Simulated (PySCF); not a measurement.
`Cc1ccccc[cH+]1`, [C₈H₉]+, charge +1

Molfile (atoms numbered from 1):
```
C8H9
     RDKit          3D

 17 17  0  0  0  0  0  0  0  0999 V2000
    2.4811   -0.1312   -0.0001 C   0  0  0  0  0  0  0  0  0  0  0  0
    0.9887   -0.0691    0.0502 C   0  0  0  0  0  0  0  0  0  0  0  0
    0.2846   -1.2878   -0.0057 C   0  0  0  0  0  0  0  0  0  0  0  0
   -1.0842   -1.5361   -0.0039 C   0  0  0  0  0  0  0  0  0  0  0  0
   -2.1518   -0.6331    0.0580 C   0  0  0  0  0  0  0  0  0  0  0  0
   -2.0930    0.7539    0.1304 C   0  0  0  0  0  0  0  0  0  0  0  0
   -0.9528    1.5652    0.1583 C   0  0  0  0  0  0  0  0  0  0  0  0
    0.3903    1.2039    0.1248 C   0  0  0  0  0  0  0  0  0  0  0  0
    2.8102   -0.0938   -1.0544 H   0  0  0  0  0  0  0  0  0  0  0  0
    2.8680   -1.0660    0.4265 H   0  0  0  0  0  0  0  0  0  0  0  0
    2.9455    0.7205    0.5143 H   0  0  0  0  0  0  0  0  0  0  0  0
    0.9133   -2.1825   -0.0572 H   0  0  0  0  0  0  0  0  0  0  0  0
   -1.3654   -2.5925   -0.0567 H   0  0  0  0  0  0  0  0  0  0  0  0
   -3.1527   -1.0748    0.0477 H   0  0  0  0  0  0  0  0  0  0  0  0
   -3.0530    1.2772    0.1706 H   0  0  0  0  0  0  0  0  0  0  0  0
   -1.1437    2.6412    0.2170 H   0  0  0  0  0  0  0  0  0  0  0  0
    1.0924    2.0427    0.1641 H   0  0  0  0  0  0  0  0  0  0  0  0
  1  2  1  0
  2  3  2  0
  3  4  1  0
  4  5  2  0
  5  6  1  0
  6  7  2  0
  7  8  1  0
  8  2  1  0
  1  9  1  0
  1 10  1  0
  1 11  1  0
  3 12  1  0
  4 13  1  0
  5 14  1  0
  6 15  1  0
  7 16  1  0
  8 17  1  0
M  CHG  1   8   1
M  END
```

The calculation used quadratic response CAM-B3LYP/aug-cc-pVDZ first hyperpolarisability, Taylor convention, gas phase in PySCF. Geometry: PBE0-D3(BJ)/def2-SVP.

Problem. Give the tensor of the second harmonic β(−2ω;ω,ω) at 1907 nm in the axes of these coordinates.

Solution. In au, Taylor convention; rows are the first index (the induced dipole):
```tsv
	xx	yy	zz	xy	xz	yz
x	+247.4	-7.3	+6.3	-10.4	-18.0	-0.2
y	-10.3	+1.5	-0.9	-5.8	-0.1	-4.3
z	-18.0	-4.2	+4.6	-0.1	+6.1	-0.9
```
Norm of βᵢ = ⅓ Σⱼ (βᵢⱼⱼ + βⱼᵢⱼ + βⱼⱼᵢ): 248.1 au, hyper-Rayleigh value 103.2 au.
